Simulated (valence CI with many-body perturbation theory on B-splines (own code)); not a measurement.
**Tl⁷⁵⁺: key properties**

Method: configuration interaction combined with many-body perturbation theory (CI+MBPT): four valence electrons over a frozen Dirac-Fock core [He], radial functions for each j: 9 s, 9 p, 8 d, 6 f, 3 g, 1 h, with the one-electron correlation potential Σ1, the two-electron term Σ2, the three-electron term Σ3, Breit, model QED; selected CI, second order for the rest, scaled by the run's own slope (own B-spline code, finite nucleus).

No measured spectrum was set against this ion. As an estimate, large intervals hold to a few tenths of a per cent, small ones and those within an open d or f shell to about a per cent.

Levels are named by their leading jj configuration (3d3/2^4 stands for four electrons in 3d with j = 3/2), which in mixed levels can hold well under half, so a name can repeat and another be missing.

Rates and lifetimes use the calculated energies. Strong lines usually hold to 10 to 20 %, long lifetimes can be off by a factor of two.

Question: What is the ground level?

Answer: (2s^2 2p1/2^2) J=0, composition 68 % 2s2 2p2 3P + 32 % 2s2 2p2 1S.

Question: How well does LS coupling describe the low levels?

Answer: Among the lowest 20 levels the leading LS term, summed over configurations, holds 67 % on average. For single configurations the figures are 67 % in LS and 100 % in jj coupling. Terms mix most in the J = 1 level at 21034 × 10³ cm⁻¹, where the leading one holds 31 %.

Question: Name the longest-lived excited levels whose lifetime is computed, and their main decay.

Answer: (2s^2 2p1/2 2p3/2) J=2 at 17536 × 10³ cm⁻¹ lives 2.12 ns, mostly by E2 to (2s^2 2p1/2^2) J=0; (2s 2p1/2^2 2p3/2) J=2 at 20231 × 10³ cm⁻¹ lives 23.5 ps, mostly by E1 to (2s^2 2p1/2 2p3/2) J=1; (2s^2 2p1/2 2p3/2) J=1 at 17390 × 10³ cm⁻¹ lives 16.6 ps, mostly by M1 to (2s^2 2p1/2^2) J=0.

Question: What are the static dipole polarisabilities of the lowest levels?

Answer: (2s^2 2p1/2^2) J=0 4.35e-05 bohr³, of which the core gives 1.41e-07.

Question: What is the ionisation energy?

Answer: 22787 eV; NIST lists 22780 ± 100 eV (theoretical).
